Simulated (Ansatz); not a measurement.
A run for Ansatz (an electronic-structure program): R-PBE/def2-TZVPPD on BH5S (a complex). Files ending in .json are basis or fitting sets from the Basis Set Exchange.

Ansatz 0.2 input:
```yaml
crystal:
  periodic: [false, false, false]
  atoms:
    - {symbol: B, position_ang: [-0.44935254, -0.32521441, 0.66950254]}
    - {symbol: H, position_ang: [0.40567798, -0.88714144, 0.03847326]}
    - {symbol: H, position_ang: [-1.24783784, -1.05692590, 1.19111274]}
    - {symbol: H, position_ang: [-0.87943141, 0.69035951, 0.20214063]}
    - {symbol: S, position_ang: [0.62801077, 0.22882980, 2.29677955]}
    - {symbol: H, position_ang: [-0.20054640, 1.07138429, 2.94173344]}
    - {symbol: H, position_ang: [1.39217702, 1.23484712, 1.83164563]}
basis:
  gaussian:
    orbitals: def2-TZVPPD.json
hamiltonian:
  xc: {name: PBE}
scf: {lower_state_search: off}
```

It printed:

```
WARN ansatz: RAYON_NUM_THREADS=2 ignored (pool sized by the plan → 2); use --threads N
Functional definition: PBE
these checks for a lower state are left out or cut short: stability, starts, cluster_reference, orbital_swaps, neighbouring_geometries, increment
integrals: 0.06 GiB planned
778 factors; their error is unknown
mean field: 0.57 GiB planned
mean field evaluation 1: about -11581.4109 eV, gradient 4.1e1 eV
mean field evaluation 2: about -11570.9743 eV, gradient 6.3e1 eV
mean field evaluation 4: about -11586.9811 eV, gradient 4.3e0 eV
mean field evaluation 8: about -11587.0061 eV, gradient 3.3e-1 eV
mean field evaluation 16: about -11587.0062 eV, gradient 1.6e-6 eV
mean field -11587.00622645 eV, -425.8146248671 hartree, gradient 1.6e-6 eV, S^2 0.000000; 0 other end points of the search recorded, 0 dependent functions left out
reference -11587.00628066 eV, -425.8146268593 hartree; 13, 13 occupied and 160, 160 virtual orbitals, 778 factors
Total energy: -11587.00628066 eV, -425.8146268593 hartree
Checks for a lower state left out: stability, starts, cluster_reference, orbital_swaps, neighbouring_geometries, increment
```

The run converged.

Cost: roughly 1.8 core-seconds.
